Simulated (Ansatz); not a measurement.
Several solutions for doublet CoC

```json
{"atom": "Co", "x (Å)": "0.0000", "y (Å)": "0.0000", "z (Å)": "0.0000"}
{"atom": "C", "x (Å)": "0.0000", "y (Å)": "0.0000", "z (Å)": "1.5600"}
```

Basis set: def2-SVP (spherical functions). Charge 0, multiplicity 2.

PBE0 (unrestricted) was run from several starts with Ansatz (development build ahead of 0.2.0).

| run | program | start | converged | energy (hartree) | <S²> |
| --- | --- | --- | --- | --- | --- |
| A | Ansatz | stability test followed | yes | -1420.14742 | 1.73 |
| B | Ansatz | search for the lowest state | yes | -1420.16029 | 1.33 |
| C | Ansatz | atomic start, no search | yes | -1420.14742 | 1.73 |

Task: Which runs reached the lowest solution of this kind, and what is wrong with the others?

Result: B reached the lowest solution found. Converged but too high: A by 0.35 eV, C by 0.35 eV. Convergence only shows a stationary point, and even a stable one can lie too high; stability tests and further starts are what find lower ones. Caution: another spin multiplicity may lie lower. Caution: the unrestricted determinant is spin contaminated.
